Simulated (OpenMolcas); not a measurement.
## neutral vanadium: CASPT2 settings compared

```
Program             : OpenMolcas 26.06
Basis               : ANO-R1 [5s3p3d1f]
Scalar Hamiltonian  : X2C, finite nucleus
Active space        : 5 electrons in 6 orbitals (3d 4s)
State averaging     : 2S+1 = 6 even, 5 roots; 2S+1 = 4 even, 33 roots (26 in the spin-orbit step); 2S+1 = 2 even, 9 roots
Spin-orbit coupling : RASSI with atomic mean-field integrals over the reference wave functions, term energies averaged over their components
```

Methods on the same reference wave functions:
A. CASSCF
B. SS-CASPT2, IPEA 0.5 Eh, sigma2 regulariser 0.1 Eh (closed shells correlated: none)
C. SS-CASPT2, IPEA 0.3 Eh, imaginary shift 0.3 Eh (closed shells correlated: 3s 3p)

Energies in cm⁻¹ above 3d³ 4s² ⁴F_3/2, the measured ground level; measured values from NIST Handbook of Basic Atomic Spectroscopic Data.

| Level | A | B | C | Measured |
| --- | --- | --- | --- | --- |
| 3d⁴ 4s ⁶D_1/2 | -6890 | 2800 | 2080 | 2112 |
| 3d⁴ 4s ⁶D_3/2 | -6847 | 2840 | 2120 | 2153 |
| 3d⁴ 4s ⁶D_5/2 | -6776 | 2910 | 2190 | 2220 |
| 3d⁴ 4s ⁶D_7/2 | -6676 | 3010 | 2290 | 2311 |
| 3d⁴ 4s ⁶D_9/2 | -6549 | 3140 | 2420 | 2425 |
| 3d³ 4s² ⁴F_3/2 | 0.0 | 0.0 | 0.0 | 0.0 |
| 3d³ 4s² ⁴F_5/2 | 120 | 119 | 119 | 137 |
| 3d³ 4s² ⁴F_7/2 | 283 | 286 | 286 | 323 |
| 3d³ 4s² ⁴F_9/2 | 485 | 498 | 498 | 553 |

A puts 3d⁴ 4s ⁶D_1/2 lowest.

Deviations, from unrounded energies. A percentage is the sum of absolute deviations over the sum of measured energies, with the sign that they share, or ± where signs differ.

| Against measurement | Levels | A | B | C |
| --- | --- | --- | --- | --- |
| mean absolute deviation (cm-1) | 8 | 5600 | 450 | 29 |
| fine structure of the ground term (%) | 3 | -12.4 | -10.8 | -10.9 |
| other configurations (%) | 5 | -400.6 | +31.0 | -1.0 |

C lies closest to measurement on these levels and A furthest from it. The largest miss of C in the table is 3d³ 4s² ⁴F_9/2, by -55 cm-1. The ranking rests on the paired levels alone, and a cruder setting can come out closer through cancelling errors.

Between B and C the level of the table that moves most is 3d⁴ 4s ⁶D_1/2, by 720 cm-1 (lowest in C, highest in B). Moves below CASPT2's spread within the term are not significant.

The mean deviations of B to C differ by less than CASPT2's widest spread within a term (1600 cm-1), so their order carries little weight.

The lowest spin-free term lies below A's lowest term by 0.069 hartree in B, 0.310 hartree in C.

CASPT2 breaks the degeneracy within a term, and the mean is taken; among the terms shown or strongly mixed into the levels shown the widest spread is 1600 cm-1 (3d³ 4s² ⁴F, B). Over all roots computed the reference weight is 0.89 to 0.99 in B; the roots of lowest weight are the least certain, and an intruder state may touch them. Some high roots are left out of the spin-orbit mixing, which shifts the levels that they would mix with. A single d shell beside an s shell can misplace configurations of different d count against each other. Without dynamic correlation excited terms often stand tens of per cent too high (terms of higher spin than the ground term too low), and those without a measured partner can miss by more than the paired ones (holds for A). The lowest computed level is not the ground level that NIST lists (4F3/2) (holds for A). Computed and measured levels are paired by configuration, term and J; levels that our copy of the source lacks, or whose pairing is in doubt (as where it misses far off the trend of its configuration), stay unpaired and out of the deviations. Only configurations of the active space appear. Levels that lie high or do not pair safely by name in every column are left out.
